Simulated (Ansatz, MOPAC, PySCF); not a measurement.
Dimer: H4Sn (SMILES [SnH4]) (first 5 atoms) with HF (SMILES F); geometry from B3LYP-D3(BJ)/def2-TZVP, rigid monomers moved along the line of their centres of mass till H3···H7 is 2.36 Å.
(charge 0, multiplicity 1):
```xyz
7

Sn     0.149     0.271     0.137
H     -1.491     0.318    -0.320
H      0.345    -0.963     1.325
H      1.139    -0.150    -1.186
H      0.643     1.752     0.818
F     -1.245    -0.874     4.167
H     -0.710    -1.081     3.432
```

Monomers are frozen at their geometry in the pair; levels with a basis set take the counterpoise correction.

The state reached by PM6 isn't checked.

Run with Ansatz (a first-principles code) with Gaussian orbitals; MOPAC for PM6 (differences of heats of formation); PySCF for the dispersion terms. Each number belongs to the level named beside it. In def2 rows elements past Kr take small-core potentials, without spin–orbit coupling.

One of these levels gives -1.38 kcal/mol for the interaction energy. Which?
(A) PM6
(B) HF/def2-TZVPPD
(C) PBE-D3(BJ)/def2-TZVPPD
(D) r2SCAN-D4/def2-TZVPPD

D, r2SCAN-D4/def2-TZVPPD. The others give -0.38 (PM6), -0.86 (HF/def2-TZVPPD), -1.75 (PBE-D3(BJ)/def2-TZVPPD)
